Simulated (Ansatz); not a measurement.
Relaxation of CHCl2F3Ga (8 atoms, charge 0, multiplicity 2), to a largest force component of 0.03 eV/Å in at most 50 steps.

Theory: UKS PBE/def2-SVP (Ansatz 0.2.0).

```xyz
8
Properties=species:S:1:pos:R:3:forces:R:3
Ga 0.001 0.000 -0.483 0.00 0.00 0.01
H -0.001 0.000 2.287 0.00 0.00 -0.10
Cl 1.962 0.000 -1.484 -0.15 0.00 -0.03
Cl -1.961 0.000 -1.482 0.14 0.00 -0.03
C 0.000 0.000 3.404 0.00 0.00 0.11
F -0.682 -1.062 3.864 -0.01 -0.01 0.01
F 1.260 -0.060 3.862 0.02 0.00 0.01
F -0.579 1.122 3.864 -0.01 0.01 0.01
```

Task: Where does it end, and by what steps?

Result: The run converged. After 3 steps the energy has fallen by 0.019 eV; Cl3 moved furthest, 0.29 Å.

```json
{"step": "0", "energy less start (eV)": "0.0000", "largest force component (eV/Å)": "0.145", "accepted": "yes"}
{"step": "1", "energy less start (eV)": "-0.0153", "largest force component (eV/Å)": "0.095", "accepted": "yes"}
{"step": "2", "energy less start (eV)": "-0.0188", "largest force component (eV/Å)": "0.042", "accepted": "yes"}
{"step": "3", "energy less start (eV)": "-0.0191", "largest force component (eV/Å)": "0.013", "accepted": "yes"}
```

```xyz
8
Properties=species:S:1:pos:R:3
Ga 0.001 0.000 -0.678
H -0.003 0.000 2.437
Cl 1.901 0.000 -1.767
Cl -1.900 0.000 -1.764
C -0.001 0.000 3.555
F -0.682 -1.062 4.017
F 1.260 -0.060 4.014
F -0.578 1.121 4.018
```

Whether the end is a true minimum wasn't checked by a vibrational analysis.

The run took 14 s on 4 threads of Arm Neoverse V1, on a shared host, peak memory 0.23 GiB.
